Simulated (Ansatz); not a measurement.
This geometry of C2H9FN2Si (15 atoms, charge 0, multiplicity 1) is a first-order saddle point.

All numbers below come from RHF/def2-SVP in Ansatz.

```xyz
15
Properties=species:S:1:pos:R:3
C -0.127 -1.268 1.230
C 0.291 -0.588 -0.063
N 1.582 -0.976 -0.444
F -0.628 -0.997 -1.018
N 0.138 0.838 -0.047
Si -1.129 1.746 -0.814
H -0.025 -2.350 1.140
H -1.167 -1.032 1.443
H 0.491 -0.917 2.057
H 2.111 -0.355 -1.016
H 2.088 -1.632 0.107
H 0.817 1.311 0.513
H -0.909 3.144 -0.371
H -1.074 1.711 -2.292
H -2.482 1.316 -0.394
```

(1) Which two structures does it join? (They come from a converged band through this point; their orientation in space is the band's.)

(2) How far does it lie above each of them?

## Answers

(1) No bond is made or broken. The height of N3 over the plane of its neighbours goes from -0.34 to 0.33 Å.

First end point:

```xyz
15
Properties=species:S:1:pos:R:3
C -0.120 -1.209 1.299
C 0.348 -0.543 0.018
N 1.703 -0.843 -0.244
F -0.469 -1.036 -0.992
N 0.144 0.870 -0.013
Si -1.128 1.715 -0.841
H 0.024 -2.290 1.248
H -1.179 -1.007 1.449
H 0.442 -0.817 2.146
H 1.996 -0.449 -1.119
H 1.882 -1.831 -0.245
H 0.819 1.380 0.520
H -0.984 3.129 -0.422
H -1.025 1.650 -2.317
H -2.473 1.230 -0.458
```

Last end point:

```xyz
15
Properties=species:S:1:pos:R:3
C -0.142 -1.304 1.214
C 0.286 -0.621 -0.074
N 1.583 -1.055 -0.456
F -0.590 -1.019 -1.052
N 0.131 0.809 -0.036
Si -1.111 1.736 -0.820
H -0.036 -2.384 1.119
H -1.182 -1.063 1.422
H 0.467 -0.957 2.050
H 1.991 -0.453 -1.147
H 2.208 -1.162 0.319
H 0.766 1.272 0.582
H -0.891 3.128 -0.358
H -1.023 1.708 -2.297
H -2.478 1.315 -0.436
```

(2) 0.224 eV above the first and 0.017 eV above the second. This is the barrier of this one path; another mechanism may lie lower.

Run time: 100 s on 2 threads of Arm Neoverse V2, on a shared host, peak memory 0.35 GiB.
